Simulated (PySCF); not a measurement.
# Distorted geometries of [Eu(NH3)3]3+

[Eu(NH3)3]3+ (singlet in the valence; each metal's 4f electrons, 6 of them, lie in its core potential, out of spins and levels). PySCF 2.14.0, RKS PBE, Eu lcecp-1-SVP with ECP52, N def2-SVP, H def2-SVP; non-relativistic Hamiltonian with scalar-relativistic core potentials where named; density fitting; no spin-orbit coupling. Relaxed geometry:

```xyz
13

Eu    0.0000    0.0000   -0.7783
N     2.3164   -0.0011    0.0120
H     2.5398   -0.6418    0.8076
H     3.0222   -0.2794   -0.7096
H     2.6835    0.9190    0.3467
N    -1.1572    2.0066    0.0120
H    -0.7141    2.5204    0.8076
H    -1.2692    2.7570   -0.7096
H    -2.1376    1.8644    0.3467
N    -1.1592   -2.0055    0.0120
H    -1.8257   -1.8786    0.8076
H    -1.7531   -2.4776   -0.7096
H    -0.5458   -2.7835    0.3467
```

**Question.** Order these distorted geometries by energy above the relaxed one, lowest first.
A.
```xyz
13

Eu    0.0242    0.0843   -0.8302
N     2.2915   -0.0881    0.0654
H     2.5374   -0.5895    0.6563
H     3.0421   -0.3181   -0.7467
H     2.7560    0.9935    0.3206
N    -1.1988    2.0462    0.0166
H    -0.6703    2.4987    0.8472
H    -1.2943    2.7484   -0.7904
H    -2.2271    1.8032    0.3325
N    -1.1501   -1.9726    0.0844
H    -1.8673   -1.8444    0.8899
H    -1.7609   -2.5710   -0.6372
H    -0.4824   -2.7907    0.3831
```
B.
```xyz
13

Eu   -0.0052   -0.1291   -0.7273
N     2.3525   -0.1722   -0.2125
H     2.7679   -0.6399    1.0098
H     3.2040   -0.1677   -0.8246
H     2.5362    1.1597    0.3660
N    -1.2496    1.7251   -0.1055
H    -0.6130    2.7709    0.8997
H    -1.4577    2.7477   -0.8100
H    -2.1959    1.6850    0.1309
N    -1.2149   -2.1368    0.1505
H    -1.9159   -1.7388    0.9221
H    -1.7949   -2.3792   -0.7606
H    -0.4135   -2.7247    0.5531
```
C.
```xyz
13

Eu   -0.0946    0.0141   -0.7568
N     2.3810   -0.0033   -0.0868
H     2.5087   -0.6161    0.7988
H     3.1411   -0.3800   -1.0287
H     2.8934    0.9029    0.2772
N    -1.2175    2.0796   -0.0965
H    -0.6342    2.5253    0.7682
H    -1.3402    2.5898   -0.5559
H    -2.1986    1.7702    0.5832
N    -0.9752   -2.2037    0.2658
H    -1.9282   -1.7650    0.5710
H    -1.9336   -2.4170   -0.6634
H    -0.6022   -2.4967    0.5156
```

**Answer.** A (2.69 eV), B (6.37 eV), C (28.62 eV).

**Question.** Which forces (eV/Å) act in the one that lies 28.62 eV up?

**Answer.** 
```
Eu     1.30   -0.57    0.20
N      2.15    0.01   -1.32
H      0.27    0.21   -1.50
H     -2.36    1.01    3.57
H     -0.89   -1.28   -0.95
N      7.28  -34.91   35.45
H     -1.25   -0.58   -2.21
H     -8.88   33.86  -30.17
H      2.77    1.63   -2.76
N   -100.74   80.52  -68.94
H      2.69   -1.40    2.33
H      4.36   -1.61    2.26
H     93.30  -76.88   64.05
```
Forces carry noise of the integration grid, about 0.01 to 0.03 eV/Å.

A frequency check found unstable modes (3, the lowest at -43 cm⁻¹), so the relaxed geometry is probably a saddle point. An lcecp potential fixes the number of 4f electrons, so in runs with it no electron can move into or out of that shell.
